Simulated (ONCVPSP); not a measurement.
**u(r) = r·R(r): atom against pseudo-atom (Si)**

Columns: radius, all-electron u(r) and pseudo u(r) of the 3p shell (level -4.16 eV) of silicon in the configuration [Ne] 3s2 3p2; LDA (Perdew-Wang 92), scalar-relativistic, ONCV scheme, ONCVPSP 4.0.1.

| r (bohr) | all-electron | pseudo |
| --- | --- | --- |
| 0.118 | -0.1278 | 0.0055 |
| 0.235 | -0.2420 | 0.0217 |
| 0.353 | -0.2594 | 0.0483 |
| 0.470 | -0.2068 | 0.0839 |
| 0.588 | -0.1161 | 0.1272 |
| 0.705 | -0.0112 | 0.1759 |
| 0.822 | 0.0952 | 0.2286 |
| 0.940 | 0.1962 | 0.2842 |
| 1.058 | 0.2871 | 0.3399 |
| 1.175 | 0.3655 | 0.3934 |
| 1.292 | 0.4318 | 0.4432 |
| 1.410 | 0.4870 | 0.4886 |
| 1.528 | 0.5310 | 0.5284 |
| 1.645 | 0.5646 | 0.5614 |
| 1.763 | 0.5893 | 0.5873 |
| 1.880 | 0.6060 | 0.6052 |
| 1.998 | 0.6159 | 0.6157 |
| 2.115 | 0.6198 | 0.6198 |
| 2.232 | 0.6187 | 0.6187 |
| 2.350 | 0.6134 | 0.6134 |
| 2.468 | 0.6047 | 0.6047 |
| 2.585 | 0.5932 | 0.5932 |
| 2.702 | 0.5796 | 0.5796 |
| 2.820 | 0.5640 | 0.5640 |
| 2.938 | 0.5470 | 0.5470 |
| 3.055 | 0.5293 | 0.5293 |

Problem. How many radial nodes do the two functions have?

Solution. The all-electron 3p function has n − l − 1 = 1; the pseudo-wave has 0, since the states of the same l below it are removed with the core.

Problem. At about which radius was the pseudo-wave matched?

Solution. 2.35 bohr. The columns agree to 0.0005 from 2.00 bohr on; several derivatives are matched, so the curves merge somewhat inside the radius.

Problem. Is the pseudo-wave norm-conserving?

Solution. Yes: the ONCV scheme keeps the norm inside the radius equal to the all-electron one, which fixes the energy derivative of the logarithmic derivative at the level.
